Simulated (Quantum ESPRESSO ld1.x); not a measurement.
Values are calculated unless marked as measured or tabulated.
Task: The mean radii <r> (bohr) of the occupied orbitals of an atom or ion are listed with their occupations. Level of theory: non-relativistic Kohn-Sham, LDA (Slater exchange, VWN5 correlation), spin-polarised, spherical densities, point nucleus (ld1.x of Quantum ESPRESSO 7.5).

orbital  occ.     <r>
1s          2  0.1999
2s          2  0.9342

Name the element and its charge. Open shells, if any, are filled with parallel spins first.

Result: Z = 8, oxygen, charge +4: O4+ in [He] 2s2. The 1s radius gives Z: for a bare nucleus <r> = 1.5/Z, 0.1875 bohr for Z = 8, and screening makes it slightly larger (0.1999 here). The occupations add up to 4, and the charge is Z minus that.
